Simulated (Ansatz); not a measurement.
C4H9PSi: where a starting geometry ends

The starting geometry of this gas-phase singlet was optimised with GFN2-xTB; its bonds are those of `P[SiH]1CC=CC1`.

```xyz
15

C     0.8312   -1.7876   -0.0067
C     2.0377   -0.9044    0.0847
C     1.8770    0.3970    0.2420
C     0.4920    0.9611    0.3268
P    -1.9881   -0.5373   -1.5248
Si   -0.6292   -0.5849    0.2619
H    -2.9249    0.2900   -0.9318
H    -2.6831   -1.6790   -1.1681
H    -1.3029   -0.8244    1.5529
H     0.8051   -2.2805   -0.9811
H     0.8893   -2.5804    0.7395
H     3.0135   -1.3631    0.0115
H     2.7118    1.0803    0.3067
H     0.3803    1.5451    1.2408
H     0.3198    1.6492   -0.5038
```

**Question.** Predict what becomes of its bonds when it is optimised with PBE-D3(BJ)/def2-SVP.

**Answer.** It keeps its bonds, and is `P[SiH]1CC=CC1`.

The energy falls by 0.20 eV over 19 steps:

| step | E − E(last) (eV) |
| --- | --- |
| 1 | 0.199 |
| 3 | 0.003 |
| 5 | 0.002 |
| 7 | 0.001 |
| 9 | 0.001 |
| 11 | 0.001 |
| 13 | 0.000 |
| 15 | 0.000 |
| 17 | 0.000 |
| 19 | 0.000 |

Final geometry (Å):

```xyz
15

C     0.8305   -1.8268    0.0869
C     2.0297   -0.9089   -0.0182
C     1.8650    0.4233    0.1432
C     0.4842    0.9752    0.4264
P    -1.8660   -0.5090   -1.6184
Si   -0.6158   -0.5871    0.2895
H    -2.8631    0.3551   -1.0358
H    -2.6080   -1.6996   -1.2837
H    -1.4518   -0.8391    1.5183
H     0.7276   -2.4777   -0.8086
H     0.9155   -2.5169    0.9560
H     3.0278   -1.3348   -0.2219
H     2.7255    1.1119    0.0747
H     0.4263    1.4411    1.4355
H     0.2021    1.7743   -0.2935
```

The end wasn't checked by frequencies. Run with Ansatz 0.2.0, 37 s on 4 threads of Arm Neoverse N1 (shared host).
